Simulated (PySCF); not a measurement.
Br2H2Si. Atoms are numbered in the order given.

```xyz
5

Si     0.0000     0.0000     1.0028
Br     1.8310     0.0000    -0.2528
Br    -1.8310     0.0000    -0.2528
H      0.0000    -1.2322     1.8293
H      0.0000     1.2322     1.8293
```
Charge 0, spin multiplicity 1.

Coordinates come from a r2SCAN-D4/def2-SVP optimisation.

These are ωB97X/def2-TZVPD run with PySCF values and carry that method's errors.

ESP charges are fitted to the potential on shells at 1.4 to 2.0 van der Waals radii. Atomic charges (e):

| atom | ESP fit | meta-Löwdin |
|---|---|---|
| Si1 | ___ | 0.68 |
| Br2 | ___ | -0.25 |
| Br3 | ___ | -0.25 |
| H4 | ___ | -0.09 |
| H5 | ___ | -0.09 |

Task: Some entries are withheld; supply them. (Estimate from the structure and the level; the computed values follow.)

Result: 
- Si1, ESP fit: -0.10
- Br2, ESP fit: -0.04
- Br3, ESP fit: -0.04
- H4, ESP fit: 0.09
- H5, ESP fit: 0.09
